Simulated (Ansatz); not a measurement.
CH₆AlSSb, SMILES `[CH3][SbH][S][AlH2]`, relaxed with RKS PBE0-D4/def2-TZVP in Ansatz from a PBE-D4/def2-SVP geometry. The force threshold is 0.005 eV/Å; the program also tests the step.

The species carries charge 0 and has multiplicity 1. Sb: def2 effective core potential.

Start:

```xyz
10

C     0.312   -1.578   -0.975
Sb    0.419    0.585   -1.334
S     0.942    1.192    1.036
Al   -1.088    1.611    1.742
H    -0.687   -1.819   -0.564
H     0.455   -2.114   -1.934
H     1.097   -1.872   -0.254
H     2.116    0.509   -1.713
H    -1.251    2.051    3.267
H    -2.315    1.434    0.728
```

By how much does the energy fall, and how many steps does the optimiser take? (Best estimate.)

Computed: 1.30 kcal/mol, in 23 steps, 1 of them rejected.

Which bonds change most? (Estimate.)

Ansatz gave: Sb2–S3 from 2.502 to 2.441 Å; C1–Sb2 from 2.195 to 2.155 Å; Sb2–H8 from 1.740 to 1.715 Å; S3–Al4 from 2.189 to 2.171 Å.

Give the relaxed structure. (Best estimate.)

Ansatz gave: 
```xyz
10

C     0.423   -1.695   -1.044
Sb    0.254    0.448   -1.196
S     0.758    0.884    1.152
Al   -1.124    1.765    1.780
H    -0.487   -2.087   -0.591
H     0.539   -2.116   -2.044
H     1.283   -1.956   -0.430
H     1.896    0.635   -1.652
H    -1.235    2.223    3.289
H    -2.308    1.900    0.736
```
